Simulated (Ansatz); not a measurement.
Ansatz results at the PBE0-D4/def2-TZVP geometry: size of the dipole moment (PBE/def2-TZVPP) 2.57 D; HOMO energy (PBE/def2-TZVPP) -6.83 eV; LUMO energy (PBE/def2-TZVPP) -2.91 eV.

Problem. Which molecule gave them?
A. `[F][Ge]1([F])[CH2][O]1`
B. `F[CH2][GeH2][SH]`
C. `C1CNC1`
D. `C=NC1C=N1`

Solution. A. The others give `F[CH2][GeH2][SH]`: 1.68, -6.07, -0.84; `C=NC1C=N1`: 1.58, -5.94, -2.03; `C1CNC1`: 1.15, -5.04, 0.39.
